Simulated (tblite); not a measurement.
`C#Cc1oc(C)cp1`. Computed geometry: GFN2-xTB, gas phase.

```
atom  x, y, z in Å
C1     3.7222    0.1702   -0.0590
C2     2.5359    0.3532    0.0218
C3     1.1569    0.5774    0.1190
O4     0.3256   -0.4573   -0.1297
C5    -0.9574   -0.1018   -0.0016
C6    -1.9726   -1.1627   -0.2516
C7    -1.1544    1.1991    0.3442
P8     0.3724    2.0632    0.5282
H9     4.7576    0.0179   -0.1274
H10   -2.9718   -0.7599   -0.1191
H11   -1.8247   -1.9933    0.4377
H12   -1.8712   -1.5471   -1.2659
H13   -2.1229    1.6415    0.4856
```

Q: What is the repulsion energy of the bare nuclei, Σ ZA·ZB/RAB?

A: 389.02 Eh over 78 pairs, with full nuclear charges and distances in bohr; the largest single term is 27.54 Eh (C3 with P8).

Q: Give the dihedral angles O4–C3–P8–C7, C7–C5–C6–H10, C2–C3–O4–C5, C7–C5–C6–H11, O4–C5–C6–H11.

A: O4–C3–P8–C7 0° (synperiplanar); C7–C5–C6–H10 0° (synperiplanar); C2–C3–O4–C5 180° (antiperiplanar); C7–C5–C6–H11 -121° (anticlinal); O4–C5–C6–H11 59° (synclinal). Dihedral signs follow IUPAC: positive where, seen along the central bond, the front bond turns clockwise onto the rear one.

Q: Which two atoms are farthest apart?

A: H9···H10, 7.77 Å; the next longest distance is 7.10 Å.

Q: Work out the bond lengths C1≡C2, C3–P8, C5–C7, C6–H10 in Å.

A: For C1≡C2 the difference vector is (-1.1863, 0.1830, 0.0808) Å, of length 1.2030 Å. C1≡C2 1.203; C3–P8 1.729; C5–C7 1.360; C6–H10 1.085 Å.

Q: Where is the centre of mass (commonest isotopes), and what is the radius of gyration?

A: Mass 124.008 u; centre at (0.425, 0.535, 0.127) Å; Rg = √(Σ m r²/M) = 2.048 Å. As Ia + Ib + Ic = 2 Σ m r², the three principal moments sum to 1040.4 u·Å².

Q: How far are the heavy atoms from their best plane (unweighted least squares)?

A: 0.000 Å rms; none is more than 0.001 Å off.

Q: What are the angles C1–C2–C3, O4–C5–C7, O4–C5–C6, H11–C6–H12, H10–C6–H11, P8–C7–H13, C3–P8–C7?

A: From the scalar product of the two bond vectors; for C1–C2–C3 it is -1.6848 Å² over 1.2030 × 1.4005 Å², cos θ = -0.999965. C1–C2–C3 179.5°; O4–C5–C7 114.7°; O4–C5–C6 116.6°; H11–C6–H12 107.9°; H10–C6–H11 109.3°; P8–C7–H13 124.4°; C3–P8–C7 87.0°.

Q: How far apart are these pairs, which share no bond: C1···C6, C1···P8, C3···C5, C3···H11, O4···H11, C5···H9?

A: C1···C6 5.852 Å (5 bonds apart); C1···P8 3.892 Å (3 bonds apart); C3···C5 2.224 Å (2 bonds apart); C3···H11 3.950 Å (4 bonds apart); O4···H11 2.703 Å (3 bonds apart); C5···H9 5.718 Å (5 bonds apart).

Q: Write the matrix of distances between heavy atoms (Å, lower triangle).

A: 
```
C1    0.000
C2    1.203  0.000
C3    2.604  1.400  0.000
O4    3.455  2.359  1.350  0.000
C5    4.688  3.523  2.224  1.337  0.000
C6    5.852  4.764  3.600  2.407  1.490  0.000
C7    5.000  3.800  2.404  2.271  1.360  2.570  0.000
P8    3.892  2.804  1.729  2.605  2.595  4.064  1.764  0.000
```

Its GFN2-xTB frequencies are all real (lowest 59 cm⁻¹). 2 starts were optimised and ended at 0.00 and 0.15 kcal/mol (GFN2-xTB); the lowest of these is shown.
